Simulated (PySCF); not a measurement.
C6H6Cl3FGeSi, SMILES c1c[c]([Ge]([Cl])([Cl])[Cl])ccc1[SiH2]F (GFN2-xTB optimised geometry):

```
18

Si    -2.316    -3.317     5.335
F     -3.663    -4.058     4.859
C     -1.631    -2.423     3.822
C     -2.263    -2.509     2.584
C     -1.760    -1.853     1.475
C     -0.605    -1.096     1.588
C      0.040    -0.997     2.812
C     -0.472    -1.656     3.914
Ge     0.124    -0.116     0.000
Cl     2.262    -0.116     0.000
Cl    -0.500     1.931     0.000
Cl    -0.532    -0.979    -1.840
H     -2.735    -2.388     6.373
H     -1.432    -4.382     5.786
H     -3.164    -3.098     2.488
H     -2.262    -1.931     0.521
H      0.941    -0.406     2.899
H      0.037    -1.575     4.863
```

Method: PySCF with PBE0/def2-SVP.

Question: What are the frontier orbital energies and the dipole moment?

Answer: HOMO-2 -8.91 eV, HOMO-1 -8.14 eV, HOMO -8.08 eV, LUMO -1.55 eV, LUMO+1 -1.09 eV; dipole moment 2.44 D.

On the same geometry PBE/def2-SVP run with PySCF gives HOMO-2 -7.51 eV, HOMO-1 -7.05 eV, HOMO -7.02 eV, LUMO -2.31 eV, LUMO+1 -2.04 eV; dipole moment 2.29 D.

Meta-Löwdin charges at PBE0/def2-SVP: Si1 0.93, F2 -0.48, C3 -0.23, C4 -0.09, C5 -0.09, C6 -0.16, C7 -0.09, C8 -0.09, Ge9 0.82, Cl10 -0.25, Cl11 -0.25, Cl12 -0.25, H13 -0.11, H14 -0.11, H15 0.12, H16 0.12, H17 0.12, H18 0.11.
